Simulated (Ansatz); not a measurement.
The cluster B₁₂⁺. Total charge 1; doublet. Geometry r2SCAN-D4/def2-SVP; atoms count from 1.

```xyz
12

B    -0.999   -0.773   -1.345
B     0.294    1.232    1.332
B     0.375   -1.504   -0.895
B    -0.760    0.894   -1.368
B     0.234   -0.388    1.788
B    -1.138    0.347    1.338
B     0.471   -0.072   -1.776
B    -1.735    0.155   -0.212
B     0.979   -1.304    0.651
B    -0.839    1.525    0.174
B     1.524    0.265    0.925
B     1.595   -0.379   -0.612
```

The structure comes from a short search, and lower isomers may exist.

Question: Estimate the Mulliken populations from the PBE0/def2-TZVP orbitals of Ansatz.

Answer: 
| atom | charge (e) | spin (α − β) |
| --- | --- | --- |
| B1 | 0.06 | -0.04 |
| B2 | 0.06 | -0.02 |
| B3 | 0.08 | 0.10 |
| B4 | 0.08 | 0.07 |
| B5 | 0.06 | -0.04 |
| B6 | 0.08 | 0.10 |
| B7 | 0.06 | -0.02 |
| B8 | 0.10 | 0.19 |
| B9 | 0.11 | 0.19 |
| B10 | 0.11 | 0.20 |
| B11 | 0.08 | 0.07 |
| B12 | 0.11 | 0.20 |
Mulliken values depend strongly on the basis.

Question: Where does the spin sit?

Answer: Summed by element: B 1.00, of 1 unpaired in all. Largest on single atoms: B12 0.20, B10 0.20, B8 0.19.

Question: And the Mayer bond orders between heavy atoms (over 0.3)?

Answer: B1–B3 0.96 (1.62 Å); B1–B4 0.73 (1.68 Å); B1–B7 0.72 (1.68 Å); B1–B8 0.90 (1.64 Å); B2–B5 0.72 (1.68 Å); B2–B6 0.73 (1.68 Å); B2–B10 0.89 (1.65 Å); B2–B11 0.97 (1.62 Å); B3–B7 0.73 (1.68 Å); B3–B9 0.84 (1.67 Å); B3–B12 0.74 (1.68 Å); B4–B7 0.97 (1.62 Å); B4–B8 0.74 (1.68 Å); B4–B10 0.85 (1.67 Å); B5–B6 0.96 (1.62 Å); B5–B9 0.90 (1.64 Å); B5–B11 0.73 (1.68 Å); B6–B8 0.84 (1.67 Å); B6–B10 0.74 (1.68 Å); B7–B12 0.89 (1.65 Å); B8–B10 0.75 (1.68 Å); B9–B11 0.74 (1.68 Å); B9–B12 0.75 (1.68 Å); B11–B12 0.85 (1.67 Å).
